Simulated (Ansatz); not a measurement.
Consider the formal loss of a carbene: `B[N](C)[GeH3]` → `B[NH][GeH3]` + `[CH2]` (triplet).

Computed with Ansatz on PBE0-D4/def2-TZVP structures; ΔE is electronic, products minus reactants. CCSD(T)/CBS is the MP2 limit (def2-TZVPP, def2-QZVPP) plus CCSD(T) − MP2 in def2-TZVPP, frozen cores. This one scheme is used for every species. DFT in def2-TZVPP. Triplets are unrestricted, without spin–orbit coupling. For Ge outer-core shells are correlated without core-valence functions, which leaves a few kJ/mol of doubt a bond. Scalar relativity is left out up to krypton.

`B[N](C)[GeH3]`:

Cartesian coordinates in Å:
```
B -1.188 0.930 0.691
N -0.162 0.122 0.216
C 0.716 -0.630 1.097
Ge 0.179 -0.071 -1.603
H -1.878 1.525 -0.088
H -1.363 1.018 1.875
H 0.437 -0.450 2.136
H 1.762 -0.334 0.966
H 0.649 -1.706 0.904
H 1.628 0.378 -1.866
H -0.828 0.783 -2.372
H 0.049 -1.564 -1.957
```

`B[NH][GeH3]`:

Z-matrix (Å, degrees):
```
Ge
N 1 1.854
H 1 1.538 2 109.1
H 1 1.530 2 106.5 3 -120.4
H 1 1.538 2 109.1 3 119.1
B 2 1.392 1 126.2 3 120.5
H 2 1.010 1 115.9 3 -59.5
H 6 1.199 2 119.6 1 180.0
H 6 1.199 2 119.2 1 -0.0
```

`[CH2]` (triplet):

Z-matrix (Å, degrees):
```
C
H 1 1.079
H 1 1.079 2 134.9
```

```tsv
level	ΔE (kJ/mol)
ωB97M-V	405.7
r2SCAN	379.0
```

Q: What does CCSD(T)/CBS give? (An estimate is asked.)

A: The calculation gave: +405.1 kJ/mol. The listed levels differ from it by 0.6, -26.1 kJ/mol.

Q: What do rigid-rotor, harmonic-oscillator terms from PBE0-D4/def2-TZVP frequencies (298.15 K, 1 bar) make of the CCSD(T)/CBS value? (Best estimate.)

A: The calculation gave: ΔZPE = -28.3 kJ/mol, ΔH = +383.5 kJ/mol, ΔS = 167 J/(mol·K), ΔG = +333.6 kJ/mol. Open shells count their whole term as degenerate.

Largest T1 diagnostic among the species: 0.013.

From PBE to PBE0 (25 % exact exchange), in def2-TZVPP and without D4, ΔE moves by −9.6 kJ/mol. In def2-TZVPP, CCSD(T) changes the Hartree–Fock value by +143.4 kJ/mol (the triples alone add +12.5 kJ/mol) and MP2 by +155.7 kJ/mol. At CCSD(T), def2-SVP lies −13.3 kJ/mol from the extrapolated value and def2-TZVPP −10.3 kJ/mol.
